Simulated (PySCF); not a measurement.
Atoms are numbered as in `[CH3:1][c:2]1[n:3][n:4][c:5]([C:6]([F:7])([F:8])[F:9])[o:10]1`; H(Xn) means a hydrogen on atom n.

Single conformer, non-relativistic Hamiltonian, fast rotation and ring inversion assumed for equivalent nuclei, no solvent model. Couplings computed with B3LYP/pcJ-1 (spin–dipole term only in couplings to heteroatoms); PBE0/pcSseg-1 with gauge-including orbitals; geometry: GFN2-xTB; PySCF 2.14.0 with density-fitted response routines.

Problem. Predict the 2D correlation tables (HSQC, COSY, HMBC).

Solution. 

HSQC (one-bond C–H):
```
          δH         δC  ¹J(C,H) (Hz)
2.80 (H(C1))  13.5 (C1)           138
```

HMBC (two and three bonds, |J| ≥ 2.5 Hz):
```
          δH  δC [abs. J in Hz]
2.80 (H(C1))   172.7 (C2) [7.7]
```

No COSY cross peaks are expected.

Scale: ¹H (31.72 ppm) and ¹³C (186.93 ppm) vs TMS (reference shieldings calculated alike).

Common functionals overestimate the size of one-bond C–F couplings by tens of Hz; these are unscaled. Shifts are as computed. Against solution values, carbons near 30 ppm lie about +3 ppm off and those near 130 ppm about +5 ppm. Of 1211 compounds with measured shifts, 218 miss one by over three times the rms of a fit or turn the order of signals round; such compounds aren't used in these exercises.
